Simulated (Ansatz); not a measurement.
The same path of Cl2GeH2 (5 atoms, charge 0, multiplicity 1) was run 3 times with different band settings. Lost on the way: Ge1–Cl2, Ge1–H3. Made: Cl2–H3.

The calculation used RKS PBE-D4/def2-SVP (Ansatz 0.2.0).

Relaxed end points:

```xyz
5
Properties=species:S:1:pos:R:3
Ge 0.318 0.018 0.074
Cl 0.675 -0.033 2.213
H 1.684 -0.044 -0.643
H -0.547 1.259 -0.238
Cl -0.815 -1.747 -0.475
```

```xyz
5
Properties=species:S:1:pos:R:3
Ge -0.227 0.342 -0.872
Cl 1.444 0.184 1.408
H 2.419 -0.441 0.813
H -1.199 1.058 0.211
Cl -1.121 -1.690 -0.630
```

Common settings: movable images 9; climbing image yes; spring 5.0 eV/Å²; start path through a guess of the saddle point; iteration limit 60; end points relaxed.

| run | optimiser | force threshold | largest step |
| --- | --- | --- | --- |
| 1 | quadratic models (default) | 0.03 eV/Å | default |
| 2 | quadratic models (default) | 0.5 eV/Å | default |
| 3 | lbfgs | 0.03 eV/Å | 0.5 Å |

Q: What does each run give, and how far can it be trusted?

A: Run 1: converged after 10 iterations, highest image 1.920 eV above the first end. A vibrational analysis at the climbing image gives one clearly imaginary mode, 765i cm⁻¹: a first-order saddle point.
Run 2: converged after 7 iterations, highest image 1.924 eV above the first end. The threshold of 0.5 eV/Å is loose, so the images may lie well off the minimum-energy path. The order of the stationary point at the top wasn't checked.
Run 3: converged after 35 iterations, highest image 1.920 eV above the first end. Another band between the same ends (9 images) ends at a top of the same energy, where a vibrational analysis finds 1 clearly imaginary mode.
The orbitals stay closed-shell, which can raise the energy where a bond breaks towards radicals; this wasn't checked here.
